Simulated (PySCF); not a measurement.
Species: CH₅Al₂Cl₂F.
Numbering: `[CH3:1][Al@H-:2]1[Cl+:3][Al@@H-:4]([F:5])[Cl+:6]1` (hydrogens: H7, H8, H9 on C1; H10 on Al2; H11 on Al4)

A GFN2-xTB structure was refined with PBE0-D3(BJ)/def2-SVP geometry optimisation, gas phase in PySCF 2.14.0. Its GFN2-xTB values:

```tsv
coordinate	GFN2-xTB
C1–Al2	1.963 Å
C1–H7	1.092 Å
Al2–Cl3	2.204 Å
Al2–H10	1.544 Å
Cl3–Al4	2.208 Å
Al4–F5	1.652 Å
Al4–H11	1.476 Å
C1–Al2–Cl3	110.3°
Al2–Cl3–Al4	90.6°
Cl3–Al2–Cl6	89.1°
Cl3–Al4–F5	112.5°
Cl3–Al4–Cl6	89.1°
C1–Al2–Cl3–Al4	120°
C1–Al2–Cl6–Al4	-119°
Al2–Cl3–Al4–F5	-121°
```

Task: How do these coordinates change at the PBE0-D3(BJ)/def2-SVP level?

Result: 
```
    coordinate  PBE0-D3(BJ)/def2-SVP (Å or °)  change
       Al2–Cl3                          2.345  +0.141
       Al4–H11                          1.565  +0.089
       Cl3–Al4                          2.284  +0.076
       Al2–H10                          1.578  +0.034
        C1–Al2                          1.941  -0.022
        Al4–F5                          1.663  +0.011
         C1–H7                          1.102  +0.010
    Cl3–Al4–F5                          107.1    -5.4
   Cl3–Al4–Cl6                           91.3    +2.2
   Al2–Cl3–Al4                           89.7    -0.9
   Cl3–Al2–Cl6                           88.3    -0.8
    C1–Al2–Cl3                          110.0    -0.3
Al2–Cl3–Al4–F5                           -116      +5
C1–Al2–Cl3–Al4                            117      -3
C1–Al2–Cl6–Al4                           -118      +1
```

The energy falls by 0.393 eV over 11 energy and gradient evaluations, the largest force component goes from 0.0363 to 4.0e-04 Eh/bohr, and the atoms move by 0.133 Å rms after alignment. The bond that changes most is Al2–Cl3 (ends: aluminium bonded to C, 2 Cl and H; chlorine bonded to 2 Al), which lengthens by 0.141 Å. Bonds longer at the end by more than 0.005 Å: 9 of 11; shorter: 2. Rotational constants go from 2200, 1143, 916.2 to 1987, 1124, 884.5 MHz.

The run used 125 basis functions and 63 SCF cycles in all.

Not checked by PBE0-D3(BJ)/def2-SVP frequencies. One conformer, not necessarily the lowest.
